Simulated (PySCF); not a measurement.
An unknown is described by computed data only.

Formula: C6H11NO.

* Triplet: lowest triplet excitation (Tamm–Dancoff): 3.28 eV [TDA wB97X-D/def2-SVPD]
* NMR, other nuclei: isotropic shieldings of nuclei other than C and H, by class: 167 (1 N), -176 (1 O) ppm [GIAO KT2/pcSseg-1]
* 13C NMR: chemical shifts (computed TMS as zero) by class: 177.2 (1 C), 142.3 (1 C), 91.4 (1 C), 41.2 (2 C), 29.7 (1 C) ppm [GIAO KT2/pcSseg-1]
* 1H NMR: chemical shifts (computed TMS as zero) by class: 7.15 (1 H), 4.65 (1 H), 2.80 (6 H), 1.87 (3 H) ppm [GIAO KT2/pcSseg-1]
* UV, first state: lowest singlet excitation: 4.27 eV (291 nm, f = 0.001) [TDDFT wB97X-D/def2-SVPD]
* Rotational structure: rotational constants A, B, C: 4.805, 0.965, 0.817 GHz [PBE0-D3(BJ)/def2-SVP]
* Polarisability: 94.0 au [wB97X-D/def2-SVPD]
* Couplings: largest of the computed one-bond spin–spin couplings (means over like bonds): 13C–1H +174.9, 13C–1H +162.7, 13C–1H +142.3 (×6), 13C–1H +133.0 (×3), 13C–13C +82.0, 13C–13C +63.4, 13C–13C +45.2, 17O–13C +32.8 Hz [B3LYP/pcJ-1, spin–dipole term left out]
* Dipole: 5.14 D [wB97X-D/def2-SVPD]
* UV, strongest line: among the 10 lowest singlet transitions: S2 at 4.96 eV (250 nm, f = 0.508) [TDDFT wB97X-D/def2-SVPD]

Gas-phase values; electronic properties from PySCF, density fitting. Levels stand in brackets. Geometry: PBE0-D3(BJ)/def2-SVP, one conformer, isolated molecule. NMR classes are plain means over equivalent atoms (diastereotopic ones count apart unless rotation or inversion swaps them), as if these changed places fast.

Problem. What is the compound? Reason from the data.

Solution. Numbering: `[CH3:1][C:2](=[O:3])/[CH:4]=[CH:5]/[N:6]([CH3:7])[CH3:8]`. Its formula, C6H11NO, gives 2 degrees of unsaturation: 0 rings and 2 π bonds in the structure found. 6 carbons fall into 5 classes; from least to most shielded: ketone carbonyl carbon [C2] (177.2 ppm), vinylic carbon bearing nitrogen [C5] (142.3 ppm), alkene CH carbon [C4] (91.4 ppm), N-methyl carbon [C7/C8] (41.2 ppm, 2 C, up to 9.8 ppm apart in this geometry), methyl carbon next to a carbonyl [C1] (29.7 ppm). Hydrogen classes from least to most shielded: 1 H on a vinylic carbon bearing nitrogen, C5 (7.15 ppm), 1 H on an alkene CH carbon, C4 (4.65 ppm), 6 H on 2 N-methyl carbons, C7/C8 (2.80 ppm, a mean of values up to 0.7 ppm apart in this geometry), 3 H on a methyl carbon next to a carbonyl, C1 (1.87 ppm, a mean of values up to 0.6 ppm apart in this geometry). The other shieldings belong to: 167 ppm, enamine nitrogen [N6]; -176 ppm, ketone oxygen [O3]. The couplings run between: +174.9 Hz, vinylic carbon bearing nitrogen [C5] and its hydrogen; +162.7 Hz, alkene CH carbon [C4] and its hydrogen; +142.3 Hz, N-methyl carbon [C7] and its hydrogen (with 5 like pairs); +133.0 Hz, methyl carbon next to a carbonyl [C1] and its hydrogen (with 2 like pairs); +82.0 Hz, alkene CH carbon [C4] and vinylic carbon bearing nitrogen [C5]; +63.4 Hz, ketone carbonyl carbon [C2] and alkene CH carbon [C4]; +45.2 Hz, methyl carbon next to a carbonyl [C1] and ketone carbonyl carbon [C2]; +32.8 Hz, ketone oxygen [O3] and ketone carbonyl carbon [C2]. The optimised geometry has point group C1 and is an asymmetric top. Structure: `CC(=O)/C=C/N(C)C`. Computed isomers that give other values at the same levels: `C=C[C@@H](CC)C(N)=O` (rotational constant A: 2.326 GHz; this holds for the one conformer computed); `CN(C)C(=O)C1CC1` (rotational constant A: 4.007 GHz; this holds for the one conformer computed); `O=CN1CCCCC1` (rotational constant A: 3.862 GHz; this holds for the one conformer computed). The assignments are read from this structure; whether some other isomer fits the data as well wasn't checked.

The values belong to the conformer `[CH3:1][C:2](=[O:3])/[CH:4]=[CH:5]/[N:6]([CH3:7])[CH3:8]`: C1–C2–C4–C5 179°, C4–C5–N6–C7 1°.
